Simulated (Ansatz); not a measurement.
Program: Ansatz. Geometries: PBE0-D4/def2-TZVP. ΔE: electronic, gas phase. CBS: MP2 limit from def2 TZ/QZ plus the TZ coupled-cluster correction, frozen cores. This one scheme is used for every species, atoms too. DFT in def2-TZVPP. Open shells (•) are unrestricted, without spin–orbit coupling. Spin–orbit coupling would lower the free atoms: a little for C, F, Si; clearly for Br. For Br outer-core shells are correlated without core-valence functions, so the limit isn't a true one: a few kJ/mol of doubt a bond, and 10 to 20 or more in all where bonds break to atoms. Scalar relativity is left out up to krypton. Each species was taken in one conformer, which may not be the lowest.

Consider the atomization: `FC[SiH2]CBr` → Br• + 2 C• + F• + 6 H• + Si•.

CCSD(T)/CBS gives +899.6 kcal/mol.

(1) Another level gave +901.0 kcal/mol. Which?
A. SCS-MP2/def2-TZVPP
B. r2SCAN-D4/def2-TZVPP
C. ωB97M-V/def2-TZVPP
D. ωB97X-V/def2-TZVPP

Largest T1 diagnostic among the species: 0.012.

Answers

(1) D. ωB97X-V 901.0, ωB97M-V 898.9, SCS-MP2/def2-TZVPP 883.5, r2SCAN-D4 899.9 kcal/mol.

From PBE to PBE0 (25 % exact exchange), in def2-TZVPP and without D4, ΔE moves by −12.7 kcal/mol: exact exchange takes away binding that semilocal exchange gives to molecules. In def2-TZVPP, CCSD(T) changes the Hartree–Fock value by +216.2 kcal/mol (the triples alone add +12.6 kcal/mol) and MP2 by +228.0 kcal/mol; breaking electron pairs costs correlation energy, which Hartree–Fock lacks. The D4 term adds +9.5 kcal/mol with B3LYP and +5.0 kcal/mol with PBE0; it sums over pairs of atoms, weighted by their polarisabilities, and B3LYP, whose exchange is more repulsive, gets the larger term.

B3LYP here is the variant with VWN-RPA as its local correlation; programs differ in this.

For atomizations the MP2-based limit and the directly extrapolated one differ by several kJ/mol either way, and by 10 to 25 for some Ge, Se and Sn compounds, so smaller differences from it don't rank the levels.
